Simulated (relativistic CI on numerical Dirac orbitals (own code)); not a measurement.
**V⁴⁺ in a cubic cluster: 3p photoemission with charge transfer**

Computed with a charge-transfer multiplet model of a cubic metal-ligand cluster with up to 2 ligand holes, Slater and spin-orbit integrals from Dirac-Coulomb-Breit ions, Slater integrals scaled by 0.9. The ground state mixes d1 with configurations of k ligand holes L, whose averages lie at kΔ + k(k − 1)U_dd/2; a core hole lowers each added d electron by U_cd. 300 K, Lorentzian 0.9 eV and Gaussian 0.8 eV FWHM.

Atomic integrals in eV (Slater integrals scaled, ζ unscaled), ground: F2dd 9.064, F4dd 5.680, zeta_d 0.029; with the core hole: F2dd 9.064, F4dd 5.680, zeta_d 0.033, zeta_core 0.604, F2cd 11.134, G1cd 13.644, G3cd 8.468. Where a configuration has fewer than two d electrons, the dd integrals are those of d2.

Cluster parameters (eV): U_dd = 5.1, U_cd = 6.4, 10Dq = 1.75, 10Dq(ligand) = 0.4, V(eg) = 1.55, V(t2g) = -0.69, final-state hopping factor = 1.

| Case | n_d | d1 | d2L | d3L2 | S |
| --- | --- | --- | --- | --- | --- |
| Δ = 2.1 eV | 1.57 | 0.49 | 0.45 | 0.06 | 0.50 |
| Δ = 4.1 eV | 1.35 | 0.68 | 0.30 | 0.02 | 0.50 |
| Δ = 5.1 eV | 1.27 | 0.74 | 0.24 | 0.02 | 0.50 |

Weights, n_d and S are thermal averages at 300 K. Binding energies count from the first peak over 30 % of the highest in each spectrum, which can be another peak from case to case. The parameters are a model scan and need not match a compound or its usual spin state. Peaks in eV (height, largest 100):
- Δ = 2.1 eV: 0.0 (73), 1.5 (100), 2.6 (100), 5.3 (72), 11.7 (56), 15.8 (27), 21.6 (7), 23.5 (7)
- Δ = 4.1 eV: 0.0 (71), 1.3 (100), 2.9 (95), 5.4 (73), 8.1 (69), 11.4 (60), 19.5 (6), 21.8 (7), 27.2 (6)
- Δ = 5.1 eV: 0.0 (74), 1.4 (100), 3.0 (96), 7.9 (77), 11.3 (55), 15.6 (10), 20.0 (7), 22.0 (7)

Curve for Δ = 4.1 eV (points under 2 left out, the grid thinned):

| E (eV) | Intensity |
| --- | --- |
| -4.2 | 2.9 |
| -3.5 | 3.9 |
| -2.7 | 5.8 |
| -2.0 | 9.6 |
| -1.2 | 24.7 |
| -0.5 | 60.6 |
| 0.3 | 71.1 |
| 1.0 | 94.1 |
| 1.7 | 93.3 |
| 2.5 | 90.6 |
| 3.2 | 90.6 |
| 4.0 | 67.9 |
| 4.7 | 66.8 |
| 5.5 | 72.5 |
| 6.2 | 66.7 |
| 6.9 | 65.4 |
| 7.7 | 68.6 |
| 8.4 | 68.8 |
| 9.2 | 62.7 |
| 9.9 | 58.5 |
| 10.7 | 56.2 |
| 11.4 | 59.5 |
| 12.2 | 47.6 |
| 12.9 | 34.1 |
| 13.6 | 26.4 |
| 14.4 | 20.5 |
| 15.1 | 18.0 |
| 15.9 | 14.2 |
| 16.6 | 8.5 |
| 17.4 | 5.4 |
| 18.1 | 5.2 |
| 18.8 | 5.9 |
| 19.6 | 6.4 |
| 20.3 | 5.0 |
| 21.1 | 5.5 |
| 21.8 | 6.9 |
| 22.6 | 5.5 |
| 23.3 | 4.7 |
| 24.0 | 4.7 |
| 24.8 | 3.5 |
| 25.5 | 2.4 |
| 26.3 | 2.9 |
| 27.0 | 5.4 |
| 27.8 | 4.0 |
| 28.5 | 2.0 |

For the case Δ = 2.1 eV, Δ = 2.1 eV is smaller than U_dd = 5.1 eV, the charge-transfer side of the Zaanen-Sawatzky-Allen scheme. With the core hole the configuration with one ligand hole lies at Δ − U_cd = -4.3, -2.3, -1.3 eV from the one without, in the order of the table; where this is negative the screened configuration lies lower, though the effective hopping of about 3.3 eV (from the holes of the mixed ground state) mixes the two strongly wherever it is as large as the gap.

With at most 2 ligand holes the space is cut while the next configuration still counts, so covalency is underestimated, and a final configuration with one more ligand hole, which can lie low, is missing from the spectra.
